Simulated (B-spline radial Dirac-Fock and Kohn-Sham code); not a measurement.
# Levels of muonic ¹⁵¹Ho

Nucleus: ¹⁵¹Ho, Fermi distribution (skin thickness 2.3 fm), rms radius 5.0398 fm (measured, Angeli and Marinova 2013).

Input file task.json (cfg lists n, l and occupation; rrms is the nuclear radius in fm):

```json
{"items": [{
  "Z": 67,
  "q": 0,
  "cfg": [[1, 0, 2], [2, 0, 2], [2, 1, 6], [3, 0, 2], [3, 1, 6], [3, 2, 10], [4, 0, 2], [4, 1, 6], [4, 2, 10], [4, 3, 11], [5, 0, 2], [5, 1, 6], [6, 0, 2]],
  "A": 151,
  "rrms": 5.0398,
  "do": "muonic",
  "nuclei": [[151, 150.931698, 5.0398, "measured", "fermi"]]
}]}
```

Launch: `python xray2_run.py task.json out`

Calculated with a radial B-spline solver, using the Dirac equation of a negative muon with reduced mass in the field of a spherical finite nucleus, with the Uehling potential to all orders; nuclear polarisation, deformation, hyperfine structure, self-energy, higher-order vacuum polarisation, relativistic recoil and electron screening are left out. For strongly deformed nuclei the low levels mix with nuclear rotations, which this model lacks.

```csv
level,binding (keV),"point nucleus, no QED (keV)",vacuum polarisation (keV),⟨r⟩ (fm)
1s1/2,8117,13480,53.827,8.8
2s1/2,2572,3425,13.626,27.9
2p1/2,3264,3425,21.147,18.4
2p3/2,3150,3203,19.429,19.2
3s1/2,1231,1497,5.006,58.5
3p1/2,1442,1497,6.829,46.3
3p3/2,1412,1431,6.446,47.4
3d3/2,1436,1431,6.049,38.8
3d5/2,1417,1412,5.771,39.6
4d3/2,806.1,803.9,2.571,78.1
4d5/2,798.0,795.7,2.464,79.1
4f5/2,797.8,795.7,2.112,67.6
4f7/2,793.7,791.7,2.070,68.2
```

Task: By how much does the finite nuclear size lower the 1s binding energy?

Result: By 5417 keV, 40.19 % of the point-nucleus value (point value plus vacuum polarisation less the binding energy). The 1s orbit has ⟨r⟩ = 8.8 fm.
